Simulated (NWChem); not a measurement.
System: C₂H₅BO₂; SMILES O1CB(C1)O

```xyz
10

O     -0.0816     1.9481     0.0000
B     -0.0183     0.6094     0.0000
C     -1.0889    -0.5511     0.0000
O     -0.0042    -1.4994     0.0000
C      1.0707    -0.5466     0.0000
H      0.7811     2.3775     0.0000
H     -1.7339    -0.6554     0.8928
H     -1.7339    -0.6554    -0.8928
H      1.7185    -0.6479    -0.8925
H      1.7185    -0.6479     0.8925
```
Atoms are numbered in this order, from 1.

Geometry: optimised at PBE0/def2-SVP.

Give the principal values of the shielding tensors (ppm) of O1, B2, C3, O4, C5 from B3LYP/6-31G* (spherical d), GIAO (NWChem), with their diamagnetic and paramagnetic parts as GIAO splits them.


```tsv
atom	σ11	σ22	σ33	isotropic	diamagnetic	paramagnetic
O1	45.9	185.1	301.1	177.4	388.4	-211.1
B2	24.7	47.3	111.5	61.2	195.6	-134.4
C3	79.6	105.8	178.4	121.3	247.5	-126.2
O4	314.6	341.2	368.1	341.3	389.2	-48.0
C5	80.8	107.0	178.5	122.1	249.1	-127.0
```
